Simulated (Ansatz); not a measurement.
This geometry of C2H6ClGa + H2 (12 atoms, charge 0, multiplicity 1) is a first-order saddle point.

All numbers below come from RHF/def2-mTZVP in Ansatz 0.2.0.

```xyz
12
Properties=species:S:1:pos:R:3
Ga 0.188 -0.065 0.045
Cl -0.944 -2.443 0.524
C 0.163 0.156 -1.917
C -0.351 1.073 1.566
H 0.499 -1.959 0.588
H 1.343 -1.273 0.520
H 0.982 0.790 -2.239
H -0.760 0.617 -2.246
H 0.263 -0.798 -2.419
H -0.194 0.572 2.512
H 0.213 1.999 1.575
H -1.402 1.329 1.491
```

Question: Which two structures does it join? (They come from a converged band through this point; their orientation in space is the band's.)

Answer: Bonds broken: Ga1–Cl2, H5–H6. Bonds formed: Ga1–H6, Cl2–H5. C2H6ClGa + H2 becomes C2H7Ga + ClH.

Image 0:

```xyz
12
Properties=species:S:1:pos:R:3
Ga -0.706 0.006 -0.094
Cl -1.877 -1.825 0.231
C -0.020 0.244 -1.933
C -0.542 1.166 1.499
H 1.920 -2.555 0.895
H 2.485 -2.091 0.844
H 0.897 0.822 -1.949
H -0.751 0.776 -2.534
H 0.161 -0.710 -2.412
H -0.203 0.596 2.355
H 0.146 1.987 1.339
H -1.509 1.584 1.757
```

Image 10:

```xyz
12
Properties=species:S:1:pos:R:3
Ga 0.597 0.157 0.046
Cl -0.931 -2.801 0.615
C 0.127 0.313 -1.886
C -0.369 1.168 1.468
H 0.213 -3.302 0.894
H 1.878 -0.709 0.446
H 0.905 0.848 -2.424
H -0.805 0.842 -2.048
H 0.043 -0.664 -2.350
H -0.308 0.679 2.433
H 0.067 2.158 1.582
H -1.417 1.310 1.225
```

Question: How far does it lie above each of them?

Answer: 2.06 eV above the first and 0.74 eV above the second. This is the barrier of this one path; another mechanism may lie lower. The orbitals stay closed-shell, which can raise the energy where a bond breaks towards radicals; this wasn't checked here.

Time of the run: 3 min on 2 threads of Arm Neoverse V1, on a shared host, peak memory 0.29 GiB.
